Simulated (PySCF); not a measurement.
# Nuclear quadrupole coupling in `C=C/C(=C\Cl)C(=O)Cl`

Compound: C5H4Cl2O.
Structure used (GFN2-xTB), in Å, numbered top down from 1:
```xyz
12
C5H4Cl2O angstrom
C      1.6993   -1.1142    0.1808
C      1.0717    0.0558    0.2076
C     -0.3679    0.3001    0.1402
C     -0.8684    1.5553    0.1817
Cl     0.0740    2.9582    0.3133
C     -1.2776   -0.8461    0.0250
O     -1.0065   -2.0007   -0.0270
Cl    -3.0101   -0.4162   -0.0445
H      1.1852   -2.0546    0.1026
H      2.7739   -1.1526    0.2383
H      1.6564    0.9628    0.2884
H     -1.9287    1.7517    0.1323
```

Field gradients from the PBE0/pcSseg-1 density (PySCF, non-relativistic), principal values in atomic units, ordered |Vxx| ≤ |Vyy| ≤ |Vzz|:

| atom | Vxx | Vyy | Vzz |
| --- | --- | --- | --- |
| Cl5 | -1.3975 | -2.3690 | 3.7665 |
| O7 | 0.4775 | 1.1303 | -1.6078 |
| Cl8 | -1.2782 | -2.0158 | 3.2940 |

Find the asymmetry η = (Vxx − Vyy)/Vzz and the couplings χ = eQV/h (234.96 MHz × Q in barn × V in au), with Q(35Cl) = −0.0817 b, Q(17O) = −0.0256 b.

```
atom           environment  nucleus     η  χzz (MHz)  χxx (MHz)  χyy (MHz)
 Cl5        vinyl chlorine     35Cl  0.26     -72.30      26.83      45.48
  O7       carbonyl oxygen      17O  0.41       9.67      -2.87      -6.80
 Cl8  chlorine bonded to C     35Cl  0.22     -63.23      24.54      38.70
```

The tensor is traceless: Vxx + Vyy + Vzz = 0.

What is Vzz at Cl5 in SI units (1 au = 9.71736 × 10²¹ V/m²)?

3.7665 au = 36.600 × 10²¹ V/m².

And the gradient at the other heavy atoms, for which no coupling is worked out here?

| atom | environment | Vzz (au) | η |
| --- | --- | --- | --- |
| C1 | terminal =CH2 carbon | 0.404 | 0.18 |
| C2 | alkene CH carbon | 0.263 | 0.96 |
| C3 | fully substituted alkene carbon | -0.188 | 0.89 |
| C4 | vinylic C–Cl carbon | -0.438 | 0.03 |
| C6 | acyl halide carbon | -0.439 | 0.49 |

Were the hydrogens deuterons (Q(2H) = 0.00286 b), χzz would run from 209 kHz (H12) to 225 kHz (H10).

One conformer (not necessarily the lowest) at the GFN2-xTB geometry, without solvent, vibrations or thermal averaging. GFN2-xTB frequencies show an imaginary mode (42i cm⁻¹), so this geometry is no minimum at that level. GFN2-xTB bond lengths can be off by several hundredths of an ångström, more for odd bonds, and the gradients follow them. With a basis this small, the couplings can be 20 % off.
